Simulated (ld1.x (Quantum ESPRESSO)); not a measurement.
# An all-electron radial function and its pseudo partner (chromium)

Columns: radius, all-electron u(r) and pseudo u(r) of the 4s shell (level -4.20 eV) of chromium in the configuration [Ar] 3d5 4s1 4p0; LDA (PZ), scalar-relativistic, TM scheme, ld1.x (Quantum ESPRESSO) 7.5.

| r (bohr) | all-electron | pseudo |
| --- | --- | --- |
| 0.135 | -0.1060 | -0.0137 |
| 0.270 | -0.1071 | -0.0280 |
| 0.405 | 0.0737 | -0.0439 |
| 0.540 | 0.2107 | -0.0619 |
| 0.675 | 0.2518 | -0.0830 |
| 0.810 | 0.2161 | -0.1081 |
| 0.945 | 0.1348 | -0.1381 |
| 1.080 | 0.0331 | -0.1735 |
| 1.215 | -0.0726 | -0.2146 |
| 1.350 | -0.1730 | -0.2611 |
| 1.485 | -0.2633 | -0.3115 |
| 1.620 | -0.3414 | -0.3638 |
| 1.755 | -0.4069 | -0.4150 |
| 1.890 | -0.4603 | -0.4621 |
| 2.025 | -0.5026 | -0.5024 |
| 2.160 | -0.5349 | -0.5346 |
| 2.295 | -0.5584 | -0.5583 |
| 2.430 | -0.5742 | -0.5742 |
| 2.565 | -0.5834 | -0.5834 |
| 2.700 | -0.5869 | -0.5869 |
| 2.835 | -0.5857 | -0.5857 |
| 2.970 | -0.5804 | -0.5804 |
| 3.105 | -0.5718 | -0.5718 |
| 3.240 | -0.5604 | -0.5604 |
| 3.375 | -0.5468 | -0.5468 |
| 3.510 | -0.5315 | -0.5315 |

Problem. How many radial nodes do the two functions have?

Solution. The all-electron 4s function has n − l − 1 = 3 (the table is too coarse to show those close to the nucleus); the pseudo-wave has 0, since the states of the same l below it are removed with the core.

Problem. At about which radius was the pseudo-wave matched?

Solution. 2.60 bohr. The columns agree to 0.0005 from 2.02 bohr on; several derivatives are matched, so the curves merge somewhat inside the radius.

Problem. Is the pseudo-wave norm-conserving?

Solution. Yes: the TM scheme keeps the norm inside the radius equal to the all-electron one, which fixes the energy derivative of the logarithmic derivative at the level.
